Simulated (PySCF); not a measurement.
# Assignment exercise: CH$_{9}$NO$_{3}$Si$_{3}$

Structure with atom numbers: `[CH3:1][NH:2][SiH:3]1[O:4][SiH2:5][O:6][SiH2:7][O:8]1`. Each H is labelled by its parent atom. Ha(Si5), Ha(Si7) are cis to N2 on the ring; Hb(Si5), Hb(Si7) are trans to N2 on the ring.

[PySCF 2.14: NMR shieldings at PBE0/pcSseg-1/GIAO; GFN2-xTB geometry; single conformer; relativity neglected; gas phase; averaged over atoms made equivalent by symmetry, fast rotation or ring inversion]

δ = σ(ref) − σ, references computed at the same level: TMS for 1H.

Problem. Assign these signals to the numbered atoms. 1H NMR (400 MHz, computed): δ 5.19 (m, 2H), 5.18 (m, 2H), 5.03 (s, 1H), 2.83 (s, 3H), 0.80 (br s, 1H).

Solution. 
| δ (ppm) | atoms | environment | reason |
| --- | --- | --- | --- |
| 5.19 | Ha(Si5)/Ha(Si7) | hydrogen on a silicon bonded to 2 O, in a 6-membered ring | – |
| 5.18 | Hb(Si5)/Hb(Si7) | hydrogen on a silicon bonded to 2 O, in a 6-membered ring | – |
| 5.03 | H(Si3) | hydrogen on a silicon bonded to N, 2 O, in a 6-membered ring | – |
| 2.83 | H(C1) | hydrogen on a methyl carbon bonded to N | its carbon carries N, which withdraws density |
| 0.80 | H(N2) | hydrogen on a nitrogen bonded to C, Si | exchangeable; this is the value without hydrogen bonding to other molecules |

Ha(Si5)/Ha(Si7) and Hb(Si5)/Hb(Si7) lie closer than the usual error of such a calculation, so a measured spectrum could show them in the other order.

The OH or NH signal is concentration- and solvent-dependent in practice; the value given is the gas-phase one. No couplings were computed; multiplicities are counted from neighbouring protons, with m where these are inequivalent, close in shift, in a saturated or five-membered ring or joined by F or P, and br s for small geminal =CH2 splittings.
